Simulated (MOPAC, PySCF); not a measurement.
C$_{3}$H$_{5}$N, SMILES `C1N=CC1`, neutral singlet in the gas phase. 

Cartesian coordinates (Å):
```xyz
9

C      0.9514    -0.6139    -0.2247
N      1.2023     0.6429    -0.2215
C     -0.2297     0.9468     0.0895
C     -0.5194    -0.5833     0.0823
H      1.6671    -1.4128    -0.4087
H     -0.3515     1.4533     1.0474
H     -0.7135     1.5300    -0.6944
H     -0.8227    -1.0207     1.0348
H     -1.1841    -0.9441    -0.7041
```
Charge 0, spin multiplicity 1.

All levels are single points at this geometry (B3LYP-D3(BJ)/def2-TZVP); Pople sets use spherical d functions. Orbital energies aren't observables, and empty levels follow the basis.

B3LYP/6-311+G** in PySCF gives HOMO (eV) = -7.26.

Task: Estimate the HOMO (eV) from each of these levels: B3LYP-D3(BJ)/def2-TZVP in PySCF; PBE-D3(BJ)/def2-TZVP in PySCF; B3LYP/6-31G* in PySCF; BP86/6-31G* in PySCF; M06-2X/6-31G* in PySCF; PBE/6-31G* in PySCF; HF/3-21G in PySCF; HF/6-31G* in PySCF; HF/STO-3G in PySCF; AM1 in MOPAC; PM6 in MOPAC; PM7 in MOPAC.

Result: 
| level | HOMO (eV) |
|---|---|
| B3LYP-D3(BJ)/def2-TZVP in PySCF | -7.21 |
| PBE-D3(BJ)/def2-TZVP in PySCF | -5.92 |
| B3LYP/6-31G* in PySCF | -6.86 |
| BP86/6-31G* in PySCF | -5.65 |
| M06-2X/6-31G* in PySCF | -8.62 |
| PBE/6-31G* in PySCF | -5.53 |
| HF/3-21G in PySCF | -10.93 |
| HF/6-31G* in PySCF | -11.05 |
| HF/STO-3G in PySCF | -9.26 |
| AM1 in MOPAC | -10.89 |
| PM6 in MOPAC | -10.46 |
| PM7 in MOPAC | -10.72 |
